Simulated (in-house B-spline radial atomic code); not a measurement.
# Ge6+: [Ar] 3d7 4d1 (an excited or competing configuration)

Computed with an all-electron radial atomic-structure program (B-spline basis): non-relativistic CAM-B3LYP, spin-polarised, spherical fractional occupations, point nucleus.

Screening seen three ways: the hydrogenic charge with the same mean radius, Z_r = [3n² - l(l+1)]/(2<r>), the one with the same energy, Z_e = n√(-2ε), and Slater's rules. Values are occupation-weighted means over spin.

```tsv
shell	electrons	ε (eV)	<r> (bohr)	Z_r	Z_e	Slater
1s	2	-10981	0.04785	31.35	28.41	31.70
2s	2	-1487.7	0.2136	28.09	20.91	27.85
2p	6	-1338.5	0.1852	27.00	19.84	27.85
3s	2	-292.23	0.6159	21.92	13.90	20.75
3p	6	-241.73	0.6231	20.06	12.65	20.75
3d	7	-153.87	0.6315	16.63	10.09	11.90
4d	1	-54.583	1.972	10.65	8.01	7.00
```

The least bound orbital is 4d up at -54.58 eV, and it is also the most diffuse (<r> = 1.972 bohr).

Caution: exact exchange at fractional occupations of open shells leaves self-interaction of up to several eV.
